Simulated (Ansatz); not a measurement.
Consider the atomization: `[I][Ge]([I])([I])[I]` → Ge• + 4 I•.

Computed with Ansatz on PBE0-D4/def2-TZVP structures; ΔE is electronic, products minus reactants. CCSD(T)/CBS is the MP2 limit (def2-TZVPP, def2-QZVPP) plus CCSD(T) − MP2 in def2-TZVPP, frozen cores. DFT in def2-TZVPP. Open shells (•) are unrestricted, without spin–orbit coupling. Spin–orbit coupling would lower the free atoms: clearly for Ge; strongly for I. Elements past krypton have def2 core potentials. Bonds to Ge, I are less sure, by a few kJ/mol each and by 10 to 20 or more in all where they break to atoms, as the def2 sets lack core-valence functions. Scalar relativity is left out up to krypton.

| level | ΔE (kcal/mol) | difference from CCSD(T)/CBS |
| --- | --- | --- |
| BLYP-D4 | 233.0 | -16.2 |
| PBE0-D4 | 245.0 | -4.2 |
| ωB97M-V | 228.3 | -20.9 |
| PBE | 242.0 | -7.2 |
| revPBE | 222.8 | -26.4 |
| r2SCANh | 238.7 | -10.5 |
| HF/def2-SVP | 136.9 | -112.3 |
| CCSD/def2-SVP | 198.4 | -50.8 |
| CCSD(T)/def2-SVP | 205.8 | -43.4 |
| HF/def2-TZVPP | 142.4 | -106.8 |
| MP2/def2-TZVPP | 253.7 | 4.5 |
| CCSD/def2-TZVPP | 219.6 | -29.6 |
| CCSD(T)/def2-TZVPP | 231.7 | -17.5 |
| HF/def2-QZVPP | 142.2 | -107.0 |
| MP2/def2-QZVPP | 263.8 | 14.6 |
| SCS-MP2/def2-QZVPP | 247.2 | -2.0 |
| CCSD(T)/CBS | 249.2 | 0 |

Largest T1 diagnostic among the species: 0.009.

From PBE to PBE0 (25 % exact exchange), in def2-TZVPP and without D4, ΔE moves by −5.3 kcal/mol: exact exchange takes away binding that semilocal exchange gives to molecules. Leaving LDA and LC-ωPBE aside and taking each functional with its dispersion term where it has one, the values, not all of them listed here, spread over 25.5 kcal/mol, from CAM-B3LYP-D4 to PBE-D4. LDA lies +51.0 kcal/mol from PBE without D4, its usual overbinding. At CCSD(T), def2-SVP lies −43.4 kcal/mol from the extrapolated value and def2-TZVPP −17.5 kcal/mol: correlation converges slowly with the basis, and small sets miss more of it in the bonded molecule than in its fragments.

For atomizations the MP2-based limit and the directly extrapolated one differ by several kJ/mol either way, and by 10 to 25 for some Ge, Se and Sn compounds, so smaller differences from it don't rank the levels.
